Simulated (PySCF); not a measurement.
# Electron correlation in F(2+) (fluorine, charge +2)

[He] 2s1 2p4, high-spin 4P determinant (an excited configuration). Calculation: PySCF 2.14, in aug-cc-pVQZ-DK (6s5p4d3f2g, 80 functions); scalar relativity by spin-free X2C-1e. Frozen: 1s2; 5 electrons correlated.

MP2 pair energies summed by pair of shells (mhartree):

```tsv
pair	energy	share (%)
2p-2p	-91.16	84.2
2s-2p	-17.11	15.8
```

Total MP2 correlation energy: -108.27 mhartree.

Same-spin part -31.79 and opposite-spin part -76.48 mhartree; SCS-MP2 scales them by 1/3 and 6/5 to -102.37 mhartree.
